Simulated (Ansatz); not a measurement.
Program: Ansatz. Geometries: PBE0-D4/def2-TZVP. ΔE: electronic, gas phase. CCSD(T)/CBS is the MP2 limit (def2-TZVPP, def2-QZVPP) plus CCSD(T) − MP2 in def2-TZVPP, frozen cores. Functionals use def2-TZVPP. B3LYP here is the variant with VWN-RPA as its local correlation; programs differ in this. Each species was taken in one conformer, which may not be the lowest.

`FCC(F)(F)OCC(F)(F)F` → `FCC(F)C(F)(F)OC(F)F`  (isomerisation)

Task: Is it downhill or uphill in electronic energy at CCSD(T)/CBS, and by how much? (Best estimate.)

Result: The calculation gave: Uphill: ΔE = +29.5 kJ/mol.

Task: What do these levels give: PBE0-D4, B3LYP-D4, BHLYP-D4, CAM-B3LYP-D4, ωB97M-V, PBE, BLYP, r2SCAN, BHLYP, CAM-B3LYP, HF/CBS(def2), CCSD/CBS(def2)? (An estimate is asked.)

Result: Computed: PBE0-D4 28.7, B3LYP-D4 26.4, BHLYP-D4 29.2, CAM-B3LYP-D4 28.3, ωB97M-V 27.8, PBE 28.8, BLYP 29.5, r2SCAN 30.5, BHLYP 32.7, CAM-B3LYP 31.1, HF/CBS(def2) 38.7, CCSD/CBS(def2) 31.0 kJ/mol.

Largest T1 diagnostic among the species: 0.012.

From BLYP to BHLYP (50 % exact exchange), in def2-TZVPP and without D4, ΔE moves by +3.1 kJ/mol. In def2-TZVPP, CCSD(T) changes the Hartree–Fock value by −9.6 kJ/mol (the triples alone add −1.5 kJ/mol) and MP2 by −8.9 kJ/mol.
